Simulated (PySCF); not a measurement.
These compounds are isomers of formula C$_{2}$H$_{13}$NOSi$_{3}$.

A. `CCO[SiH2]N([SiH3])[SiH3]`
B. SMILES CN(C)[SiH2][SiH2]O[SiH3]
C. `CN(C)[Si@@H]([SiH3])O[SiH3]`

Spectrum 1. ¹H NMR (400 MHz, computed): δ 5.41 (t, 2H), 4.93 (s, 3H), 4.85 (t, 2H), 2.36 (s, 6H). ¹³C{¹H} NMR (computed): δ 42.0 (CH3).

Spectrum 2. ¹H NMR (400 MHz, computed): δ 5.07 (q, 1H), 4.92 (s, 3H), 3.38 (d, 3H), 2.69 (s, 6H). ¹³C{¹H} NMR (computed): δ 41.3 (CH3).

Spectrum 3. ¹H NMR (400 MHz, computed): δ 5.05 (s, 2H), 4.61 (s, 6H), 3.85 (q, 2H), 1.39 (t, 3H). ¹³C{¹H} NMR (computed): δ 62.7 (CH2), 19.6 (CH3).

PySCF 2.14 calculation with σ from GIAO-PBE0/pcSseg-1 and geometry from PBE0-D3(BJ)/def2-SVP; averaged over atoms made equivalent by symmetry, fast rotation or ring inversion, no solvent model, single conformer, relativity neglected.

Chemical shifts δ = σref − σ; ¹H (31.27 ppm), ¹³C (184.41 ppm) vs TMS, all at this level. Where no couplings were computed, multiplicities follow the n + 1 count of equivalent neighbours, and m marks all less simple cases (inequivalent or close neighbours, rings, F or P nearby). Shifts are as computed. Against solution values, carbons near 30 ppm lie about +2 ppm off and those near 130 ppm about +5 ppm. Of 1309 compounds with measured shifts, 239 miss one by over three times the rms of a fit or turn the order of signals round; such compounds aren't used in these exercises.

Question: Which spectrum belongs to which compound?

Answer: 1–B, 2–C, 3–A.

- Spectrum 1 (B): a single ¹³C signal, at 42.0 ppm (methyl carbon bonded to N); δH 2.36 is the hydrogen on a methyl carbon bonded to N; δH 5.41 is the hydrogen on a silicon bonded to O, Si.
- Spectrum 2 (C): a single ¹³C signal, at 41.3 ppm (methyl carbon bonded to N); δH 2.69 is the hydrogen on a methyl carbon bonded to N; δH 5.07 is the hydrogen on a silicon bonded to N, O, Si.
- Spectrum 3 (A): 2 ¹³C signals; δC 62.7 is an sp3 CH2 bonded to O; δC 19.6 is a methyl carbon.
